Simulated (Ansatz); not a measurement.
Consider the ligand exchange at the Si–S bond: `[SiH3]SS[SiH3]` + `BO` → `BO[SiH3]` + `[SiH3]SS`.

Computed with Ansatz on PBE0-D4/def2-TZVP structures; ΔE is electronic, products minus reactants. CCSD(T)/CBS adds triple-zeta CCSD(T) − MP2 to the extrapolated MP2 energy (def2 sets, frozen cores). This one scheme is used for every species. DFT in def2-TZVPP. B3LYP here is the variant with VWN-RPA as its local correlation; programs differ in this. Each species was taken in one conformer, which may not be the lowest.

`[SiH3]SS[SiH3]`:

Z-matrix (Å, degrees):
```
Si
S 1 2.143
H 1 1.483 2 110.1
H 1 1.483 2 110.1 3 -121.3
H 1 1.486 2 105.7 3 119.3
S 2 2.082 1 96.5 3 60.8
Si 6 2.143 2 96.5 1 96.3
H 7 1.483 6 110.1 2 60.9
H 7 1.483 6 110.1 2 -60.4
H 7 1.486 6 105.7 2 -179.8
```

`BO`:

Cartesian coordinates in Å:
```
B 0.223 -0.134 0.331
O -0.262 -0.169 -0.926
H 0.950 -1.028 0.653
H -0.071 0.760 1.077
H -0.840 0.570 -1.134
```

`BO[SiH3]`:

Z-matrix (Å, degrees):
```
Si
O 1 1.658
H 1 1.482 2 107.9
H 1 1.482 2 107.9 3 -118.9
H 1 1.485 2 110.1 3 120.6
B 2 1.347 1 132.3 3 -120.7
H 6 1.199 2 118.0 1 180.0
H 6 1.204 2 120.0 1 0.0
```

`[SiH3]SS`:

Z-matrix (Å, degrees):
```
Si
S 1 2.143
H 1 1.484 2 110.0
H 1 1.482 2 110.2 3 121.2
H 1 1.487 2 106.0 3 -119.1
S 2 2.065 1 97.1 3 -62.7
H 6 1.346 2 98.0 1 89.3
```

| level | ΔE (kJ/mol) | difference from CCSD(T)/CBS |
| --- | --- | --- |
| PBE-D4 | -4.0 | 15.2 |
| r2SCAN-D4 | -16.6 | 2.6 |
| PBE0-D4 | -9.0 | 10.2 |
| B3LYP-D4 | -20.8 | -1.6 |
| ωB97X-V | -21.9 | -2.7 |
| ωB97M-V | -20.2 | -1.0 |
| B2PLYP | -26.3 | -7.1 |
| PBE | -9.2 | 10.0 |
| r2SCAN | -18.0 | 1.2 |
| PBE0 | -13.8 | 5.4 |
| B3LYP | -29.4 | -10.2 |
| HF/def2-TZVPP | -46.6 | -27.4 |
| MP2/def2-TZVPP | -18.3 | 0.9 |
| CCSD/def2-TZVPP | -26.8 | -7.6 |
| MP2/def2-QZVPP | -17.4 | 1.8 |
| MP2/CBS(def2) | -15.6 | 3.6 |
| CCSD(T)/CBS | -19.2 | 0 |

Largest T1 diagnostic among the species: 0.014.

From PBE to PBE0 (25 % exact exchange), in def2-TZVPP and without D4, ΔE moves by −4.5 kJ/mol. In def2-TZVPP, CCSD(T) changes the Hartree–Fock value by +24.7 kJ/mol (the triples alone add +5.0 kJ/mol) and MP2 by +28.3 kJ/mol. The D4 term adds +8.7 kJ/mol with B3LYP and +4.8 kJ/mol with PBE0; it sums over pairs of atoms, weighted by their polarisabilities, and B3LYP, whose exchange is more repulsive, gets the larger term.
